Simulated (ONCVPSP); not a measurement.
**Reading a pseudo-wave (gold)**

Columns: radius, all-electron u(r) and pseudo u(r) of the 5s shell (level -109.54 eV) of gold in the configuration [Kr] 4d10 4f14 5s2 5p6 5d10 6s0.5 6p0.5; PBE, scalar-relativistic, ONCV scheme, ONCVPSP 4.0.1.

| r (bohr) | all-electron | pseudo |
| --- | --- | --- |
| 0.103 | 0.3039 | 0.2069 |
| 0.205 | 0.0123 | 0.4058 |
| 0.308 | -0.6791 | 0.5940 |
| 0.410 | -0.4272 | 0.7601 |
| 0.513 | 0.2224 | 0.8991 |
| 0.615 | 0.7846 | 1.0004 |
| 0.718 | 1.1209 | 1.0597 |
| 0.820 | 1.2424 | 1.0730 |
| 0.923 | 1.2174 | 1.0423 |
| 1.025 | 1.1087 | 0.9741 |
| 1.128 | 0.9611 | 0.8766 |
| 1.230 | 0.8073 | 0.7630 |
| 1.332 | 0.6623 | 0.6439 |
| 1.435 | 0.5329 | 0.5276 |
| 1.538 | 0.4231 | 0.4224 |
| 1.640 | 0.3335 | 0.3334 |
| 1.743 | 0.2600 | 0.2599 |
| 1.845 | 0.2020 | 0.2020 |
| 1.948 | 0.1558 | 0.1558 |
| 2.050 | 0.1200 | 0.1199 |
| 2.153 | 0.0918 | 0.0918 |
| 2.255 | 0.0703 | 0.0703 |
| 2.358 | 0.0535 | 0.0535 |
| 2.460 | 0.0408 | 0.0408 |
| 2.562 | 0.0310 | 0.0310 |
| 2.665 | 0.0235 | 0.0235 |

(1) How many radial nodes do the two functions have?

(2) At about which radius was the pseudo-wave matched?

(3) Is the pseudo-wave norm-conserving?

## Answers

(1) The all-electron 5s function has n − l − 1 = 4 (the table is too coarse to show those close to the nucleus); the pseudo-wave has 0, since the states of the same l below it are removed with the core.

(2) 1.65 bohr, where the columns begin to agree (steps of 0.10 bohr).

(3) Yes: the ONCV scheme keeps the norm inside the radius equal to the all-electron one, which fixes the energy derivative of the logarithmic derivative at the level.
